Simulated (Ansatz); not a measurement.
Ansatz (a quantum-chemistry and plane-wave program) input (HF/def2-QZVPP):
A basis named .json is the Basis Set Exchange file of that set.

Ansatz 0.2 input:
```yaml
crystal:
  periodic: [false, false, false]
  atoms:
    - {symbol: Re, position_ang: [0.12185452, -0.16181673, 0.12575074]}
    - {symbol: O, position_ang: [1.71750234, -0.52288716, -0.35615445]}
    - {symbol: O, position_ang: [-0.64952823, -0.89532923, 1.45827635]}
    - {symbol: Cl, position_ang: [-1.04016951, 1.38129327, -1.07342826]}
basis:
  gaussian:
    orbitals: def2-QZVPP.json
hamiltonian:
  xc: hf
magnetization: {spin_polarized: true, initial_magnetization: 2}
```

End of the output:

```
mean field evaluation 2: about -18666.9368 eV, gradient 8.7e1 eV
mean field evaluation 4: about -18691.4508 eV, gradient 1.7e0 eV
mean field evaluation 8: about -18691.5224 eV, gradient 3.7e-1 eV
mean field evaluation 16: about -18691.6702 eV, gradient 5.2e-1 eV
mean field evaluation 32: about -18691.7298 eV, gradient 3.0e-3 eV
mean field evaluation 64: about -18691.0463 eV, gradient 6.0e0 eV
mean field evaluation 96: about -18690.3173 eV, gradient 8.1e0 eV
mean field evaluation 128: about -18688.7671 eV, gradient 1.5e1 eV
mean field evaluation 160: about -18688.2579 eV, gradient 4.8e0 eV
mean field evaluation 192: about -18686.9909 eV, gradient 4.1e0 eV
mean field evaluation 224: about -18691.4867 eV, gradient 8.9e-1 eV
mean field evaluation 256: about -18690.3008 eV, gradient 9.7e0 eV
mean field -18691.72980970 eV, -686.9084007968 hartree, gradient 1.6e-5 eV, S^2 2.371378; 4 other end points of the search recorded, 0 dependent functions left out
reference -18691.72980970 eV, -686.9084007968 hartree; 25, 23 occupied and 247, 249 virtual orbitals, 1430 factors
Total energy: -18691.72980970 eV, -686.9084007968 hartree
```

This is an excited triplet: at this geometry the singlet lies 0.14 eV lower at wB97M-V/def2-TZVPD.

The determinant is spin-contaminated: <S^2> is 2.37 against 2.00 for a pure state.
